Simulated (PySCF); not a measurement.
Geometry:
```tsv
atom	x (Å)	y (Å)	z (Å)
C1	-3.004	-0.388	-0.296
Si2	-1.837	1.074	-0.295
Si3	0.390	0.447	0.077
Cl4	-1.876	1.967	-2.182
H5	-3.002	-0.877	0.692
H6	-2.699	-1.127	-1.052
H7	-4.032	-0.064	-0.522
H8	-2.285	2.100	0.693
H9	0.537	-0.215	1.412
H10	0.800	-0.522	-0.986
H11	1.286	1.641	0.024
```

Geometry: PBE0-D3(BJ)/def2-SVP; GIAO shifts from PySCF 2.14, gas phase, non-relativistic, averaged over equivalent atoms.

At B97-D/pcSseg-2 (263 basis functions, 36 s wall time on 1 thread of an Arm Neoverse V1, shared host):
| atoms | δ (ppm) |
| --- | --- |
| C1 | 2.7 |
| Si2 | 5.0 |
| Si3 | -103.9 |
| Cl4 | -24.1 |
| H8 | 5.50 |
| H9/H10/H11 | 3.50 |
| H5/H6/H7 | 0.62 |

Scale: $^{13}$C (σ = 179.03 ppm), $^{29}$Si (σ = 336.56 ppm), $^{1}$H (σ = 31.40 ppm) vs TMS; HCl for $^{35}$Cl (σ = 926.62 ppm) (reference shieldings calculated alike).

Estimate the result of repeating the calculation with CAM-B3LYP/pcSseg-2.

## Answers


```csv
atoms,δ at CAM-B3LYP/pcSseg-2,change
C1,1.8,-0.9
Si2,4.0,-1.0
Si3,-105.3,-1.4
Cl4,-34.5,-10.4
H8,5.31,-0.19
H9/H10/H11,3.49,-0.01
H5/H6/H7,0.58,-0.04
```

Referencing at the same level of theory: $^{13}$C (σ = 182.55 ppm), $^{29}$Si (σ = 328.96 ppm), $^{1}$H (σ = 31.34 ppm) against TMS; HCl for $^{35}$Cl (σ = 934.42 ppm).

The largest change is at Cl4 (chlorine bonded to Si). Cost: 263 basis functions, 36 s wall time on 1 thread of an Arm Neoverse V1, shared host.
